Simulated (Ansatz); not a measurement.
Cost and result up the ladder for SiCl2(SiMe3)2 (C6H18Cl2Si3) (29 atoms). Total charge 0; singlet. Geometry: PBE0-D4/def2-SVP.

```xyz
29

Si    0.4765   -1.0249   -0.1098
Cl    1.6890   -1.9768    1.3250
Cl    0.3137   -2.3092   -1.7699
Si    1.6955    0.8336   -0.8517
C     3.3593    0.1746   -1.4290
C     0.7445    1.6289   -2.2695
C     1.8944    2.0198    0.5983
H     4.0085    0.9868   -1.7938
H     3.2204   -0.5530   -2.2436
H     3.8742   -0.3387   -0.6022
H     0.5520    0.8895   -3.0627
H    -0.2260    2.0256   -1.9318
H     1.3164    2.4620   -2.7095
H     0.9215    2.4161    0.9296
H     2.3624    1.5071    1.4533
H     2.5317    2.8761    0.3230
Si   -1.6619   -0.9080    0.8407
C    -2.8292   -0.1419   -0.4234
C    -2.1529   -2.6783    1.2399
C    -1.5495    0.1391    2.4023
H    -3.8667   -0.1388   -0.0513
H    -2.8053   -0.7140   -1.3640
H    -2.5488    0.8987   -0.6508
H    -2.1618   -3.2889    0.3237
H    -1.4295   -3.1274    1.9379
H    -3.1541   -2.7231    1.6983
H    -0.7875   -0.2703    3.0840
H    -1.2736    1.1800    2.1702
H    -2.5132    0.1553    2.9369
```

Ansatz on 4 threads of Arm Neoverse V1 on a shared host. Times are rough, and most runs start from the orbitals of an earlier one. r2SCAN0-D4/def2-TZVP serves as the yardstick here, not as an exact answer. Differences are given only for rows in sets of like size (and for xTB, whose basis is part of the method), since another set adds its own error. Binding counts from free atoms at the same level (Si triplet, Cl doublet, C triplet, H doublet; other spins of the atoms weren't run), without zero-point energy or a counterpoise term.

Correlated methods freeze 31 core orbitals. The rows differ in basis, and correlated rows in double-zeta sets carry the largest basis error.

Correlated methods converge slowly with the basis, most of all in double-zeta sets.

```
                         level  functions  wall time  binding energy per atom (eV)  difference from r2SCAN0-D4/def2-TZVP (eV)
                     HF/STO-3G         93     0.95 s                          3.86                                          –
               PBE-D4/def2-SVP        264      7.5 s                          3.95                                          –
         LDA (SPW92)/def2-TZVP        479        9 s                          4.37                                       0.49
                  MP2/def2-SVP        264       12 s                          3.72                                          –
              PBE0-D4/def2-SVP        264       14 s                          3.93                                          –
PBE-D4/def2-TZVP (with forces)        479       18 s                          3.94                                       0.06
           r2SCAN-D4/def2-TZVP        479       28 s                          3.91                                       0.03
             PBE0-D4/def2-TZVP        479       39 s                          3.91                                       0.03
          r2SCAN0-D4/def2-TZVP        479       50 s                          3.88                                       0.00
```
